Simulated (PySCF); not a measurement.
The complex [NiCl6]4- (charge -4) contains Ni(II), shell d8. The structure is a PBE0-D3(BJ)/def2-SVP, IEF-PCM water geometry optimised for multiplicity 3; coordination octahedral, point group Oh, metal–donor distances 2.54 Å.

Method (PySCF 2.14, density fitting): CASSCF(8,5) with orbitals averaged over all microstates of the shell, strongly contracted NEVPT2 on the averaged canonical orbitals; basis x2c-TZVPall on the metal, x2c-SVPall elsewhere; spin-free X2C; IEF-PCM water; spin-orbit coupling by state interaction with the mean-field operator over all roots.

CASSCF energies above the lowest CASSCF root:

```json
{"state": "3A2g", "CASSCF / cm⁻¹": "0"}
{"state": "3T2g", "CASSCF / cm⁻¹": "3318"}
{"state": "3T1g", "CASSCF / cm⁻¹": "5875"}
{"state": "1Eg", "CASSCF / cm⁻¹": "17604"}
{"state": "1T2g", "CASSCF / cm⁻¹": "20285"}
{"state": "3T1g", "CASSCF / cm⁻¹": "23260"}
{"state": "1A1g", "CASSCF / cm⁻¹": "27090"}
{"state": "1T1g", "CASSCF / cm⁻¹": "28048"}
{"state": "1Eg", "CASSCF / cm⁻¹": "29610"}
{"state": "1T2g", "CASSCF / cm⁻¹": "30335"}
{"state": "1A1g", "CASSCF / cm⁻¹": "65434"}
```

**Question.** How does dynamic correlation (SC-NEVPT2) move these states?

**Answer.** 
| state | NEVPT2 / cm⁻¹ | shift / cm⁻¹ |
| --- | --- | --- |
| 3A2g | 0 | 0 |
| 3T2g | 4997 | +1679 |
| 3T1g | 8741 | +2865 |
| 1Eg | 15925 | -1679 |
| 1T2g | 20192 | -93 |
| 3T1g | 22495 | -765 |
| 1A1g | 25827 | -1262 |
| 1T1g | 27493 | -556 |
| 1Eg | 30184 | +574 |
| 1T2g | 31016 | +681 |
| 1A1g | 58954 | -6481 |

No frequencies were computed for the optimised geometry. NEVPT2 lifts 3T2g from 3318 to 4997 cm⁻¹; on the d shell alone it tends to overshoot states that fill the eg-type orbitals.
